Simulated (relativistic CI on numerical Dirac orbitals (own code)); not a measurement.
**Sc XV: what numerical and physical settings do to a radial Dirac CI calculation**

Reference input:

```
atom Sc  Z=21  charge=14  electrons=7
nucleus A=45  rms_radius_fm=3.5459
hamiltonian dirac-coulomb  breit=on  qed=on  c_scale=1
orbitals kli  potential=per-configuration
slater_scale 1
correlation none
mixing on
grid step=0.0125 r_max=6.9
scf mixing=0.4 start=green max_iterations=150 tolerance=2e-08 node_fill=0.05
configurations
  [He] 2s2 2p3
  [He] 2s 2p4
  [He] 2p5
  [He] 2p4 3s
  [He] 2p4 3p
end
```

Computed lowest total energy -633.30617 Ha, first excitation 114217.3 cm⁻¹, 44 SCF steps. Runs with settings changed; * marks those that are bad on purpose:

```tsv
Changed	Outcome	Lowest level	ΔE (Ha)	First excitation (cm⁻¹)	SCF steps	Message
iteration limit 20	converged	2s2 2p3 4S°_3/2	0	114217.3	44	
iteration limit 30	converged	2s2 2p3 4S°_3/2	0	114217.3	44	
end of the grid at 10.35 bohr, Slater scale 0.6	converged	2s2 2p3 4S°_3/2	0.21	66508.3	44	
grid step 0.04, nuclear radius 3.1913 fm	converged	2s2 2p3 4S°_3/2	-5.69e-05	114217.3	44	
SCF tolerance 0.05 *	converged	2s2 2p3 4S°_3/2	0.00168	113886.3	15	
end of the grid at 0.55 bohr *	not converged				9	orbital 1s not found
```
